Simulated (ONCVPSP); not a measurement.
# Configuration tests for Al (Z = 13) (ONCV)

aluminium (Al), optimised norm-conserving Vanderbilt (ONCV), made with ONCVPSP 4.0.1 (PBE, scalar-relativistic). Core [Ne], reference 3s2 3p1. Waves: 3s: rc 2.20 bohr, ncon 3, nbas 7, qcut 3.3 1/bohr, 2 projectors, debl 0.4 Ha; 3p: rc 2.65 bohr, ncon 4, nbas 9, qcut 3.4 1/bohr, 3 projectors, debl 3.2 Ha; d scattering state at 0.33 Ha: rc 2.55 bohr, ncon 4, nbas 9, qcut 4.1 1/bohr, 2 projectors, debl 1.2 Ha. Local part: polynomial inside 1.95 bohr (lpopt 2, dvloc0 4 Ha). Core correction: Teter function, fcfact 2.25, rcfact 1.1.

Energies are relative to the spin-unpolarised reference configuration 3s2 3p1; without spin polarisation the order of configurations can differ from experiment.

```
valence configuration  charge  ΔE all-electron (eV)  error AE − PS (meV)
              3s2 3p0      +1                 5.761                 -3.8
              3s1 3p0      +2                24.987                 +3.7
```

Problem. What are ΔE and the potential's error for 3s2 3p0.5?

Solution. ΔE = 2.086 eV all-electron; the error (AE − PS) is -0.7 meV.

Problem. What are ΔE and the potential's error for 3s1 3p2?

Solution. ΔE = 5.139 eV all-electron; the error (AE − PS) is 0.0 meV.
